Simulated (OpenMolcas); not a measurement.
Re4+ (d3) in a complex was computed by SS-CASPT2, IPEA 0.25 Eh, imaginary shift 0.1 Eh with the d shell active (OpenMolcas, ANO-RCC-VDZP on the metal). Its lowest spin-free states, and all those of the highest spin:

| 2S+1 | Degeneracy | E (cm-1) |
| --- | --- | --- |
| 2 | 2 | 0 |
| 4 | 3 | 800 |
| 2 | 3 | 8070 |
| 2 | 3 | 9530 |
| 2 | 3 | 10770 |
| 4 | 3 | 11880 |
| 2 | 1 | 16790 |
| 4 | 3 | 16950 |
| 2 | 3 | 17920 |
| 2 | 2 | 19380 |
| 2 | 3 | 20610 |
| 2 | 3 | 21650 |
| 4 | 1 | 24930 |

Is the site octahedral, tetrahedral or cube-like, axial, or of lower symmetry?

The states with 2S+1 = 4 have orbital degeneracies 3, 3, 3, 1. Threefold states need a cubic site. For d3 at this spin an octahedron puts the single A2 below the threefold T2 and a tetrahedron or cube puts the threefold T1 below the threefold T2, so the site is a tetrahedron or a cube, which this pattern cannot tell apart. The run had Re4+ with 4 ligands (oxide) in tetrahedral coordination (Td) at 1.88 Å. A charge of +1 e stands 3.2 Å behind each ligand. Ligand basis ANO-RCC-VDZP.

Roots that are degenerate in the reference are averaged as groups; the widest CASPT2 spread within a group is 290 cm-1 (the 3-fold group of multiplicity 2 near 9530 cm-1 above the lowest state of its run). Shifts and gaps below about the spread of the groups concerned are not significant. Over all roots computed the reference weight is 0.67 to 0.69; a low but even weight reflects the number of correlated electrons. Spin-orbit coupling mixes the spin-free states strongly: the lowest level takes only 47 % from its leading state, 4T1, which lies 797 cm-1 above the lowest spin-free state. An orbital doublet at a regular site is open to a Jahn-Teller distortion, which this geometry leaves out. This shell can be high or low spin here, a state of another spin lies low, and with metal d orbitals alone active their balance is uncertain, so the ground spin may be wrong, although the usual error favours high spin. The least metal-like active orbital is 67 % on the metal (Löwdin) and no ligand orbital is active, so the numbers are rough, and ground spin, moment and any spin crossover can be artefacts of this space; highly charged d ions in such sites are as a rule low spin. The oxide ions are held by bare point charges, a crude embedding. Ligand-to-metal charge-transfer states are missing. These CASPT2 states fit no ligand-field parameters well, so their order and spin gaps are uncertain. With no ligand orbital active B as a rule stays too high, so bands that hang on it stand too high and its fall with covalency is understated. With one d shell and no ligand orbital active, 10Dq can be off by a tenth or more. No measured value stands beside these numbers; the geometry was imposed, not optimised, and the real ion may take another.
